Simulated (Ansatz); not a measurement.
`[F][GeH]([Cl])[I]` + CH₃OH → `C[O][GeH]([F])[Cl]` + HI at 500 K and 1 bar (ligand exchange at a Ge–I bond).

Isolated molecules relaxed with PBE0-D4/def2-TZVP in Ansatz; ΔE leaves out vibrations. CBS: MP2 limit from def2 TZ/QZ plus the TZ coupled-cluster correction, frozen cores. This one scheme is used for every species. def2 core potentials past Kr. For Ge, I outer-core shells are correlated without core-valence functions, which leaves a few kJ/mol of doubt a bond. Scalar relativity is left out up to krypton. Each species was taken in one conformer, which may not be the lowest.

```
             species  CCSD(T)/CBS energy (Eh)  H − E (kJ/mol)  S (J/(mol·K))
 `[F][GeH]([Cl])[I]`              -2933.83800            68.1          392.1
               CH₃OH               -115.61712           157.0          265.4
`C[O][GeH]([F])[Cl]`              -2751.40462           187.3          428.0
                  HI               -298.03592            28.6          221.6
```

H − E and S are ideal-gas, rigid-rotor, harmonic terms from PBE0-D4/def2-TZVP, for one conformer and one mirror image of each species. 1 Eh = 2625.50 kJ/mol, R = 8.31446 J/(mol·K).

By hand: ΔE, ΔH, ΔS and ΔG.

ΔE = (-2751.40462) + (-298.03592) − (-2933.83800) − (-115.61712) = 0.01458 Eh = 38.3 kJ/mol. Δ(H − E) = 187.3 + 28.6 − 68.1 − 157.0 = -9.2, so ΔH = 29.1 kJ/mol. ΔS = 428.0 + 221.6 − 392.1 − 265.4 = -7.9 J/(mol·K). ΔG = 29.1 − 500 × (-7.9)/1000 = 33.1 kJ/mol.

By hand: the equilibrium constant, and the temperature at which ΔG would vanish if ΔH and ΔS stayed fixed.

log₁₀ K = −ΔG/(RT ln 10) = -3.5. ΔH and −TΔS have one sign here, so there is no such temperature.

The number of gas molecules stays the same, so ΔS is small and ΔH decides. A doubt of 5 kJ/mol in ΔE shifts log₁₀ K by 0.5 here. Other conformers and mirror images would add mixing entropy, several J/(mol·K) or more a flexible species. Modes under 60 cm⁻¹, often nearly free rotors, make the harmonic entropy too high. These are equilibria of isolated gas molecules and say nothing of rates. Largest T1 diagnostic: 0.012 (customary marks: 0.02 for closed shells, 0.045 for open ones).

ΔS is within the doubt of such terms, so its sign, and with it that verdict, could turn.
